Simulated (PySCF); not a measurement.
Al(H)2(NH2) (AlH₄N), SMILES [NH2][AlH2].

Geometry: B3LYP-D3(BJ)/def2-TZVP.

These are C-PCM-M06-2X/def2-SVP run with PySCF values and carry that method's errors.

The values are the electrostatic part of the solvation free energy, E(continuum) − E(gas) at the gas-phase geometry, in a cavity of scaled van der Waals radii (PySCF's table); cavitation and dispersion terms are not included. A continuum can't describe solvent molecules that bind to the metal. In vacuum the orbital gap is 8.98 eV. The dipole moment in vacuum is 1.44 D.

```csv
solvent,ε,ΔG(elec) (kcal/mol),dipole (D),gap (eV)
water,78.36,-4.1,1.73,9.06
dimethylsulfoxide,46.83,-4.0,1.73,9.06
ethylethanoate,5.99,-3.4,1.68,9.06
```
